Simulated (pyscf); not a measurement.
**Hydrogen shift: H₂N–SiH•–NH₂ → •HN–SiH₂–NH₂**

Gas phase, doublet surface, charge 0. Bonds broken: N6–H7. Bonds formed: Si2–H7. Optimised with ωB97X-D3(BJ)/def2-SVP in PySCF. MP2 and CC: frozen core, UHF for open shells. ΔMP2 is the change of the MP2 total energy from the triple- to the quadruple-zeta basis.

Transition state (Å):

```xyz
8

N      0.4246    -1.4321    -0.0734
Si     0.4057     0.0134     0.8396
H      1.1058    -1.5963    -0.8055
H     -0.4268    -1.9682    -0.2037
H      1.8209     0.4640     1.0171
N     -0.8031     0.0164     2.0692
H     -0.8993     0.9440     0.9637
H     -0.6285     0.7176     2.7983
```

One imaginary mode, 1804i cm⁻¹; descent along it reached the two sides named.

```tsv
bond	change	reactant side (Å)	saddle	product side
N6–H7	breaks	1.015	1.446	2.6
Si2–H7	forms	2.411	1.608	1.495
```

Electronic energies relative to the reactant's lowest minimum found (kcal/mol):

```tsv
level	barrier	reaction energy	reverse barrier
ωB97X-D3(BJ)/def2-TZVP	48.4	+18.5	29.9
PBE/def2-TZVP	42.4	+22.7	19.8
r²SCAN/def2-TZVP	44.0	+19.8	24.2
B3LYP-D3(BJ)/def2-TZVP	46.8	+19.2	27.6
PBE0-D3(BJ)/def2-TZVP	46.6	+21.2	25.5
M06-2X/def2-TZVP	50.8	+22.2	28.6
ωB97M-D3(BJ)/def2-TZVP	47.6	+18.4	29.1
HF/def2-TZVP	56.6	+8.4	48.2
MP2/def2-QZVPP	53.2	+25.3	27.9
CCSD/def2-TZVPP	49.7	+18.0	31.7
CCSD(T)/def2-TZVPP	48.0	+19.2	28.9
CCSD(T)/def2-TZVPP + ΔMP2(QZVPP)	48.0	+20.1	27.9
```

With CCSD(T)/def2-TZVPP + ΔMP2(QZVPP) energies and thermal terms (ideal gas, 1 atm, RRHO with modes under 100 cm⁻¹ raised to 100, one conformer, R ln 2 for rigid chiral ones), in kcal/mol:

```tsv
T (K)	ΔH‡	ΔG‡	ΔH	ΔG
298	44.0	44.7	+17.4	+18.0
600	43.6	45.6	+17.5	+18.6
900	43.4	46.7	+17.7	+19.2
1200	43.1	47.9	+18.0	+19.6
```

This is the saddle that the search found; another between the same sides may lie lower. The CCSD(T) − MP2 part came from Ansatz, without density fitting, on the same reference.
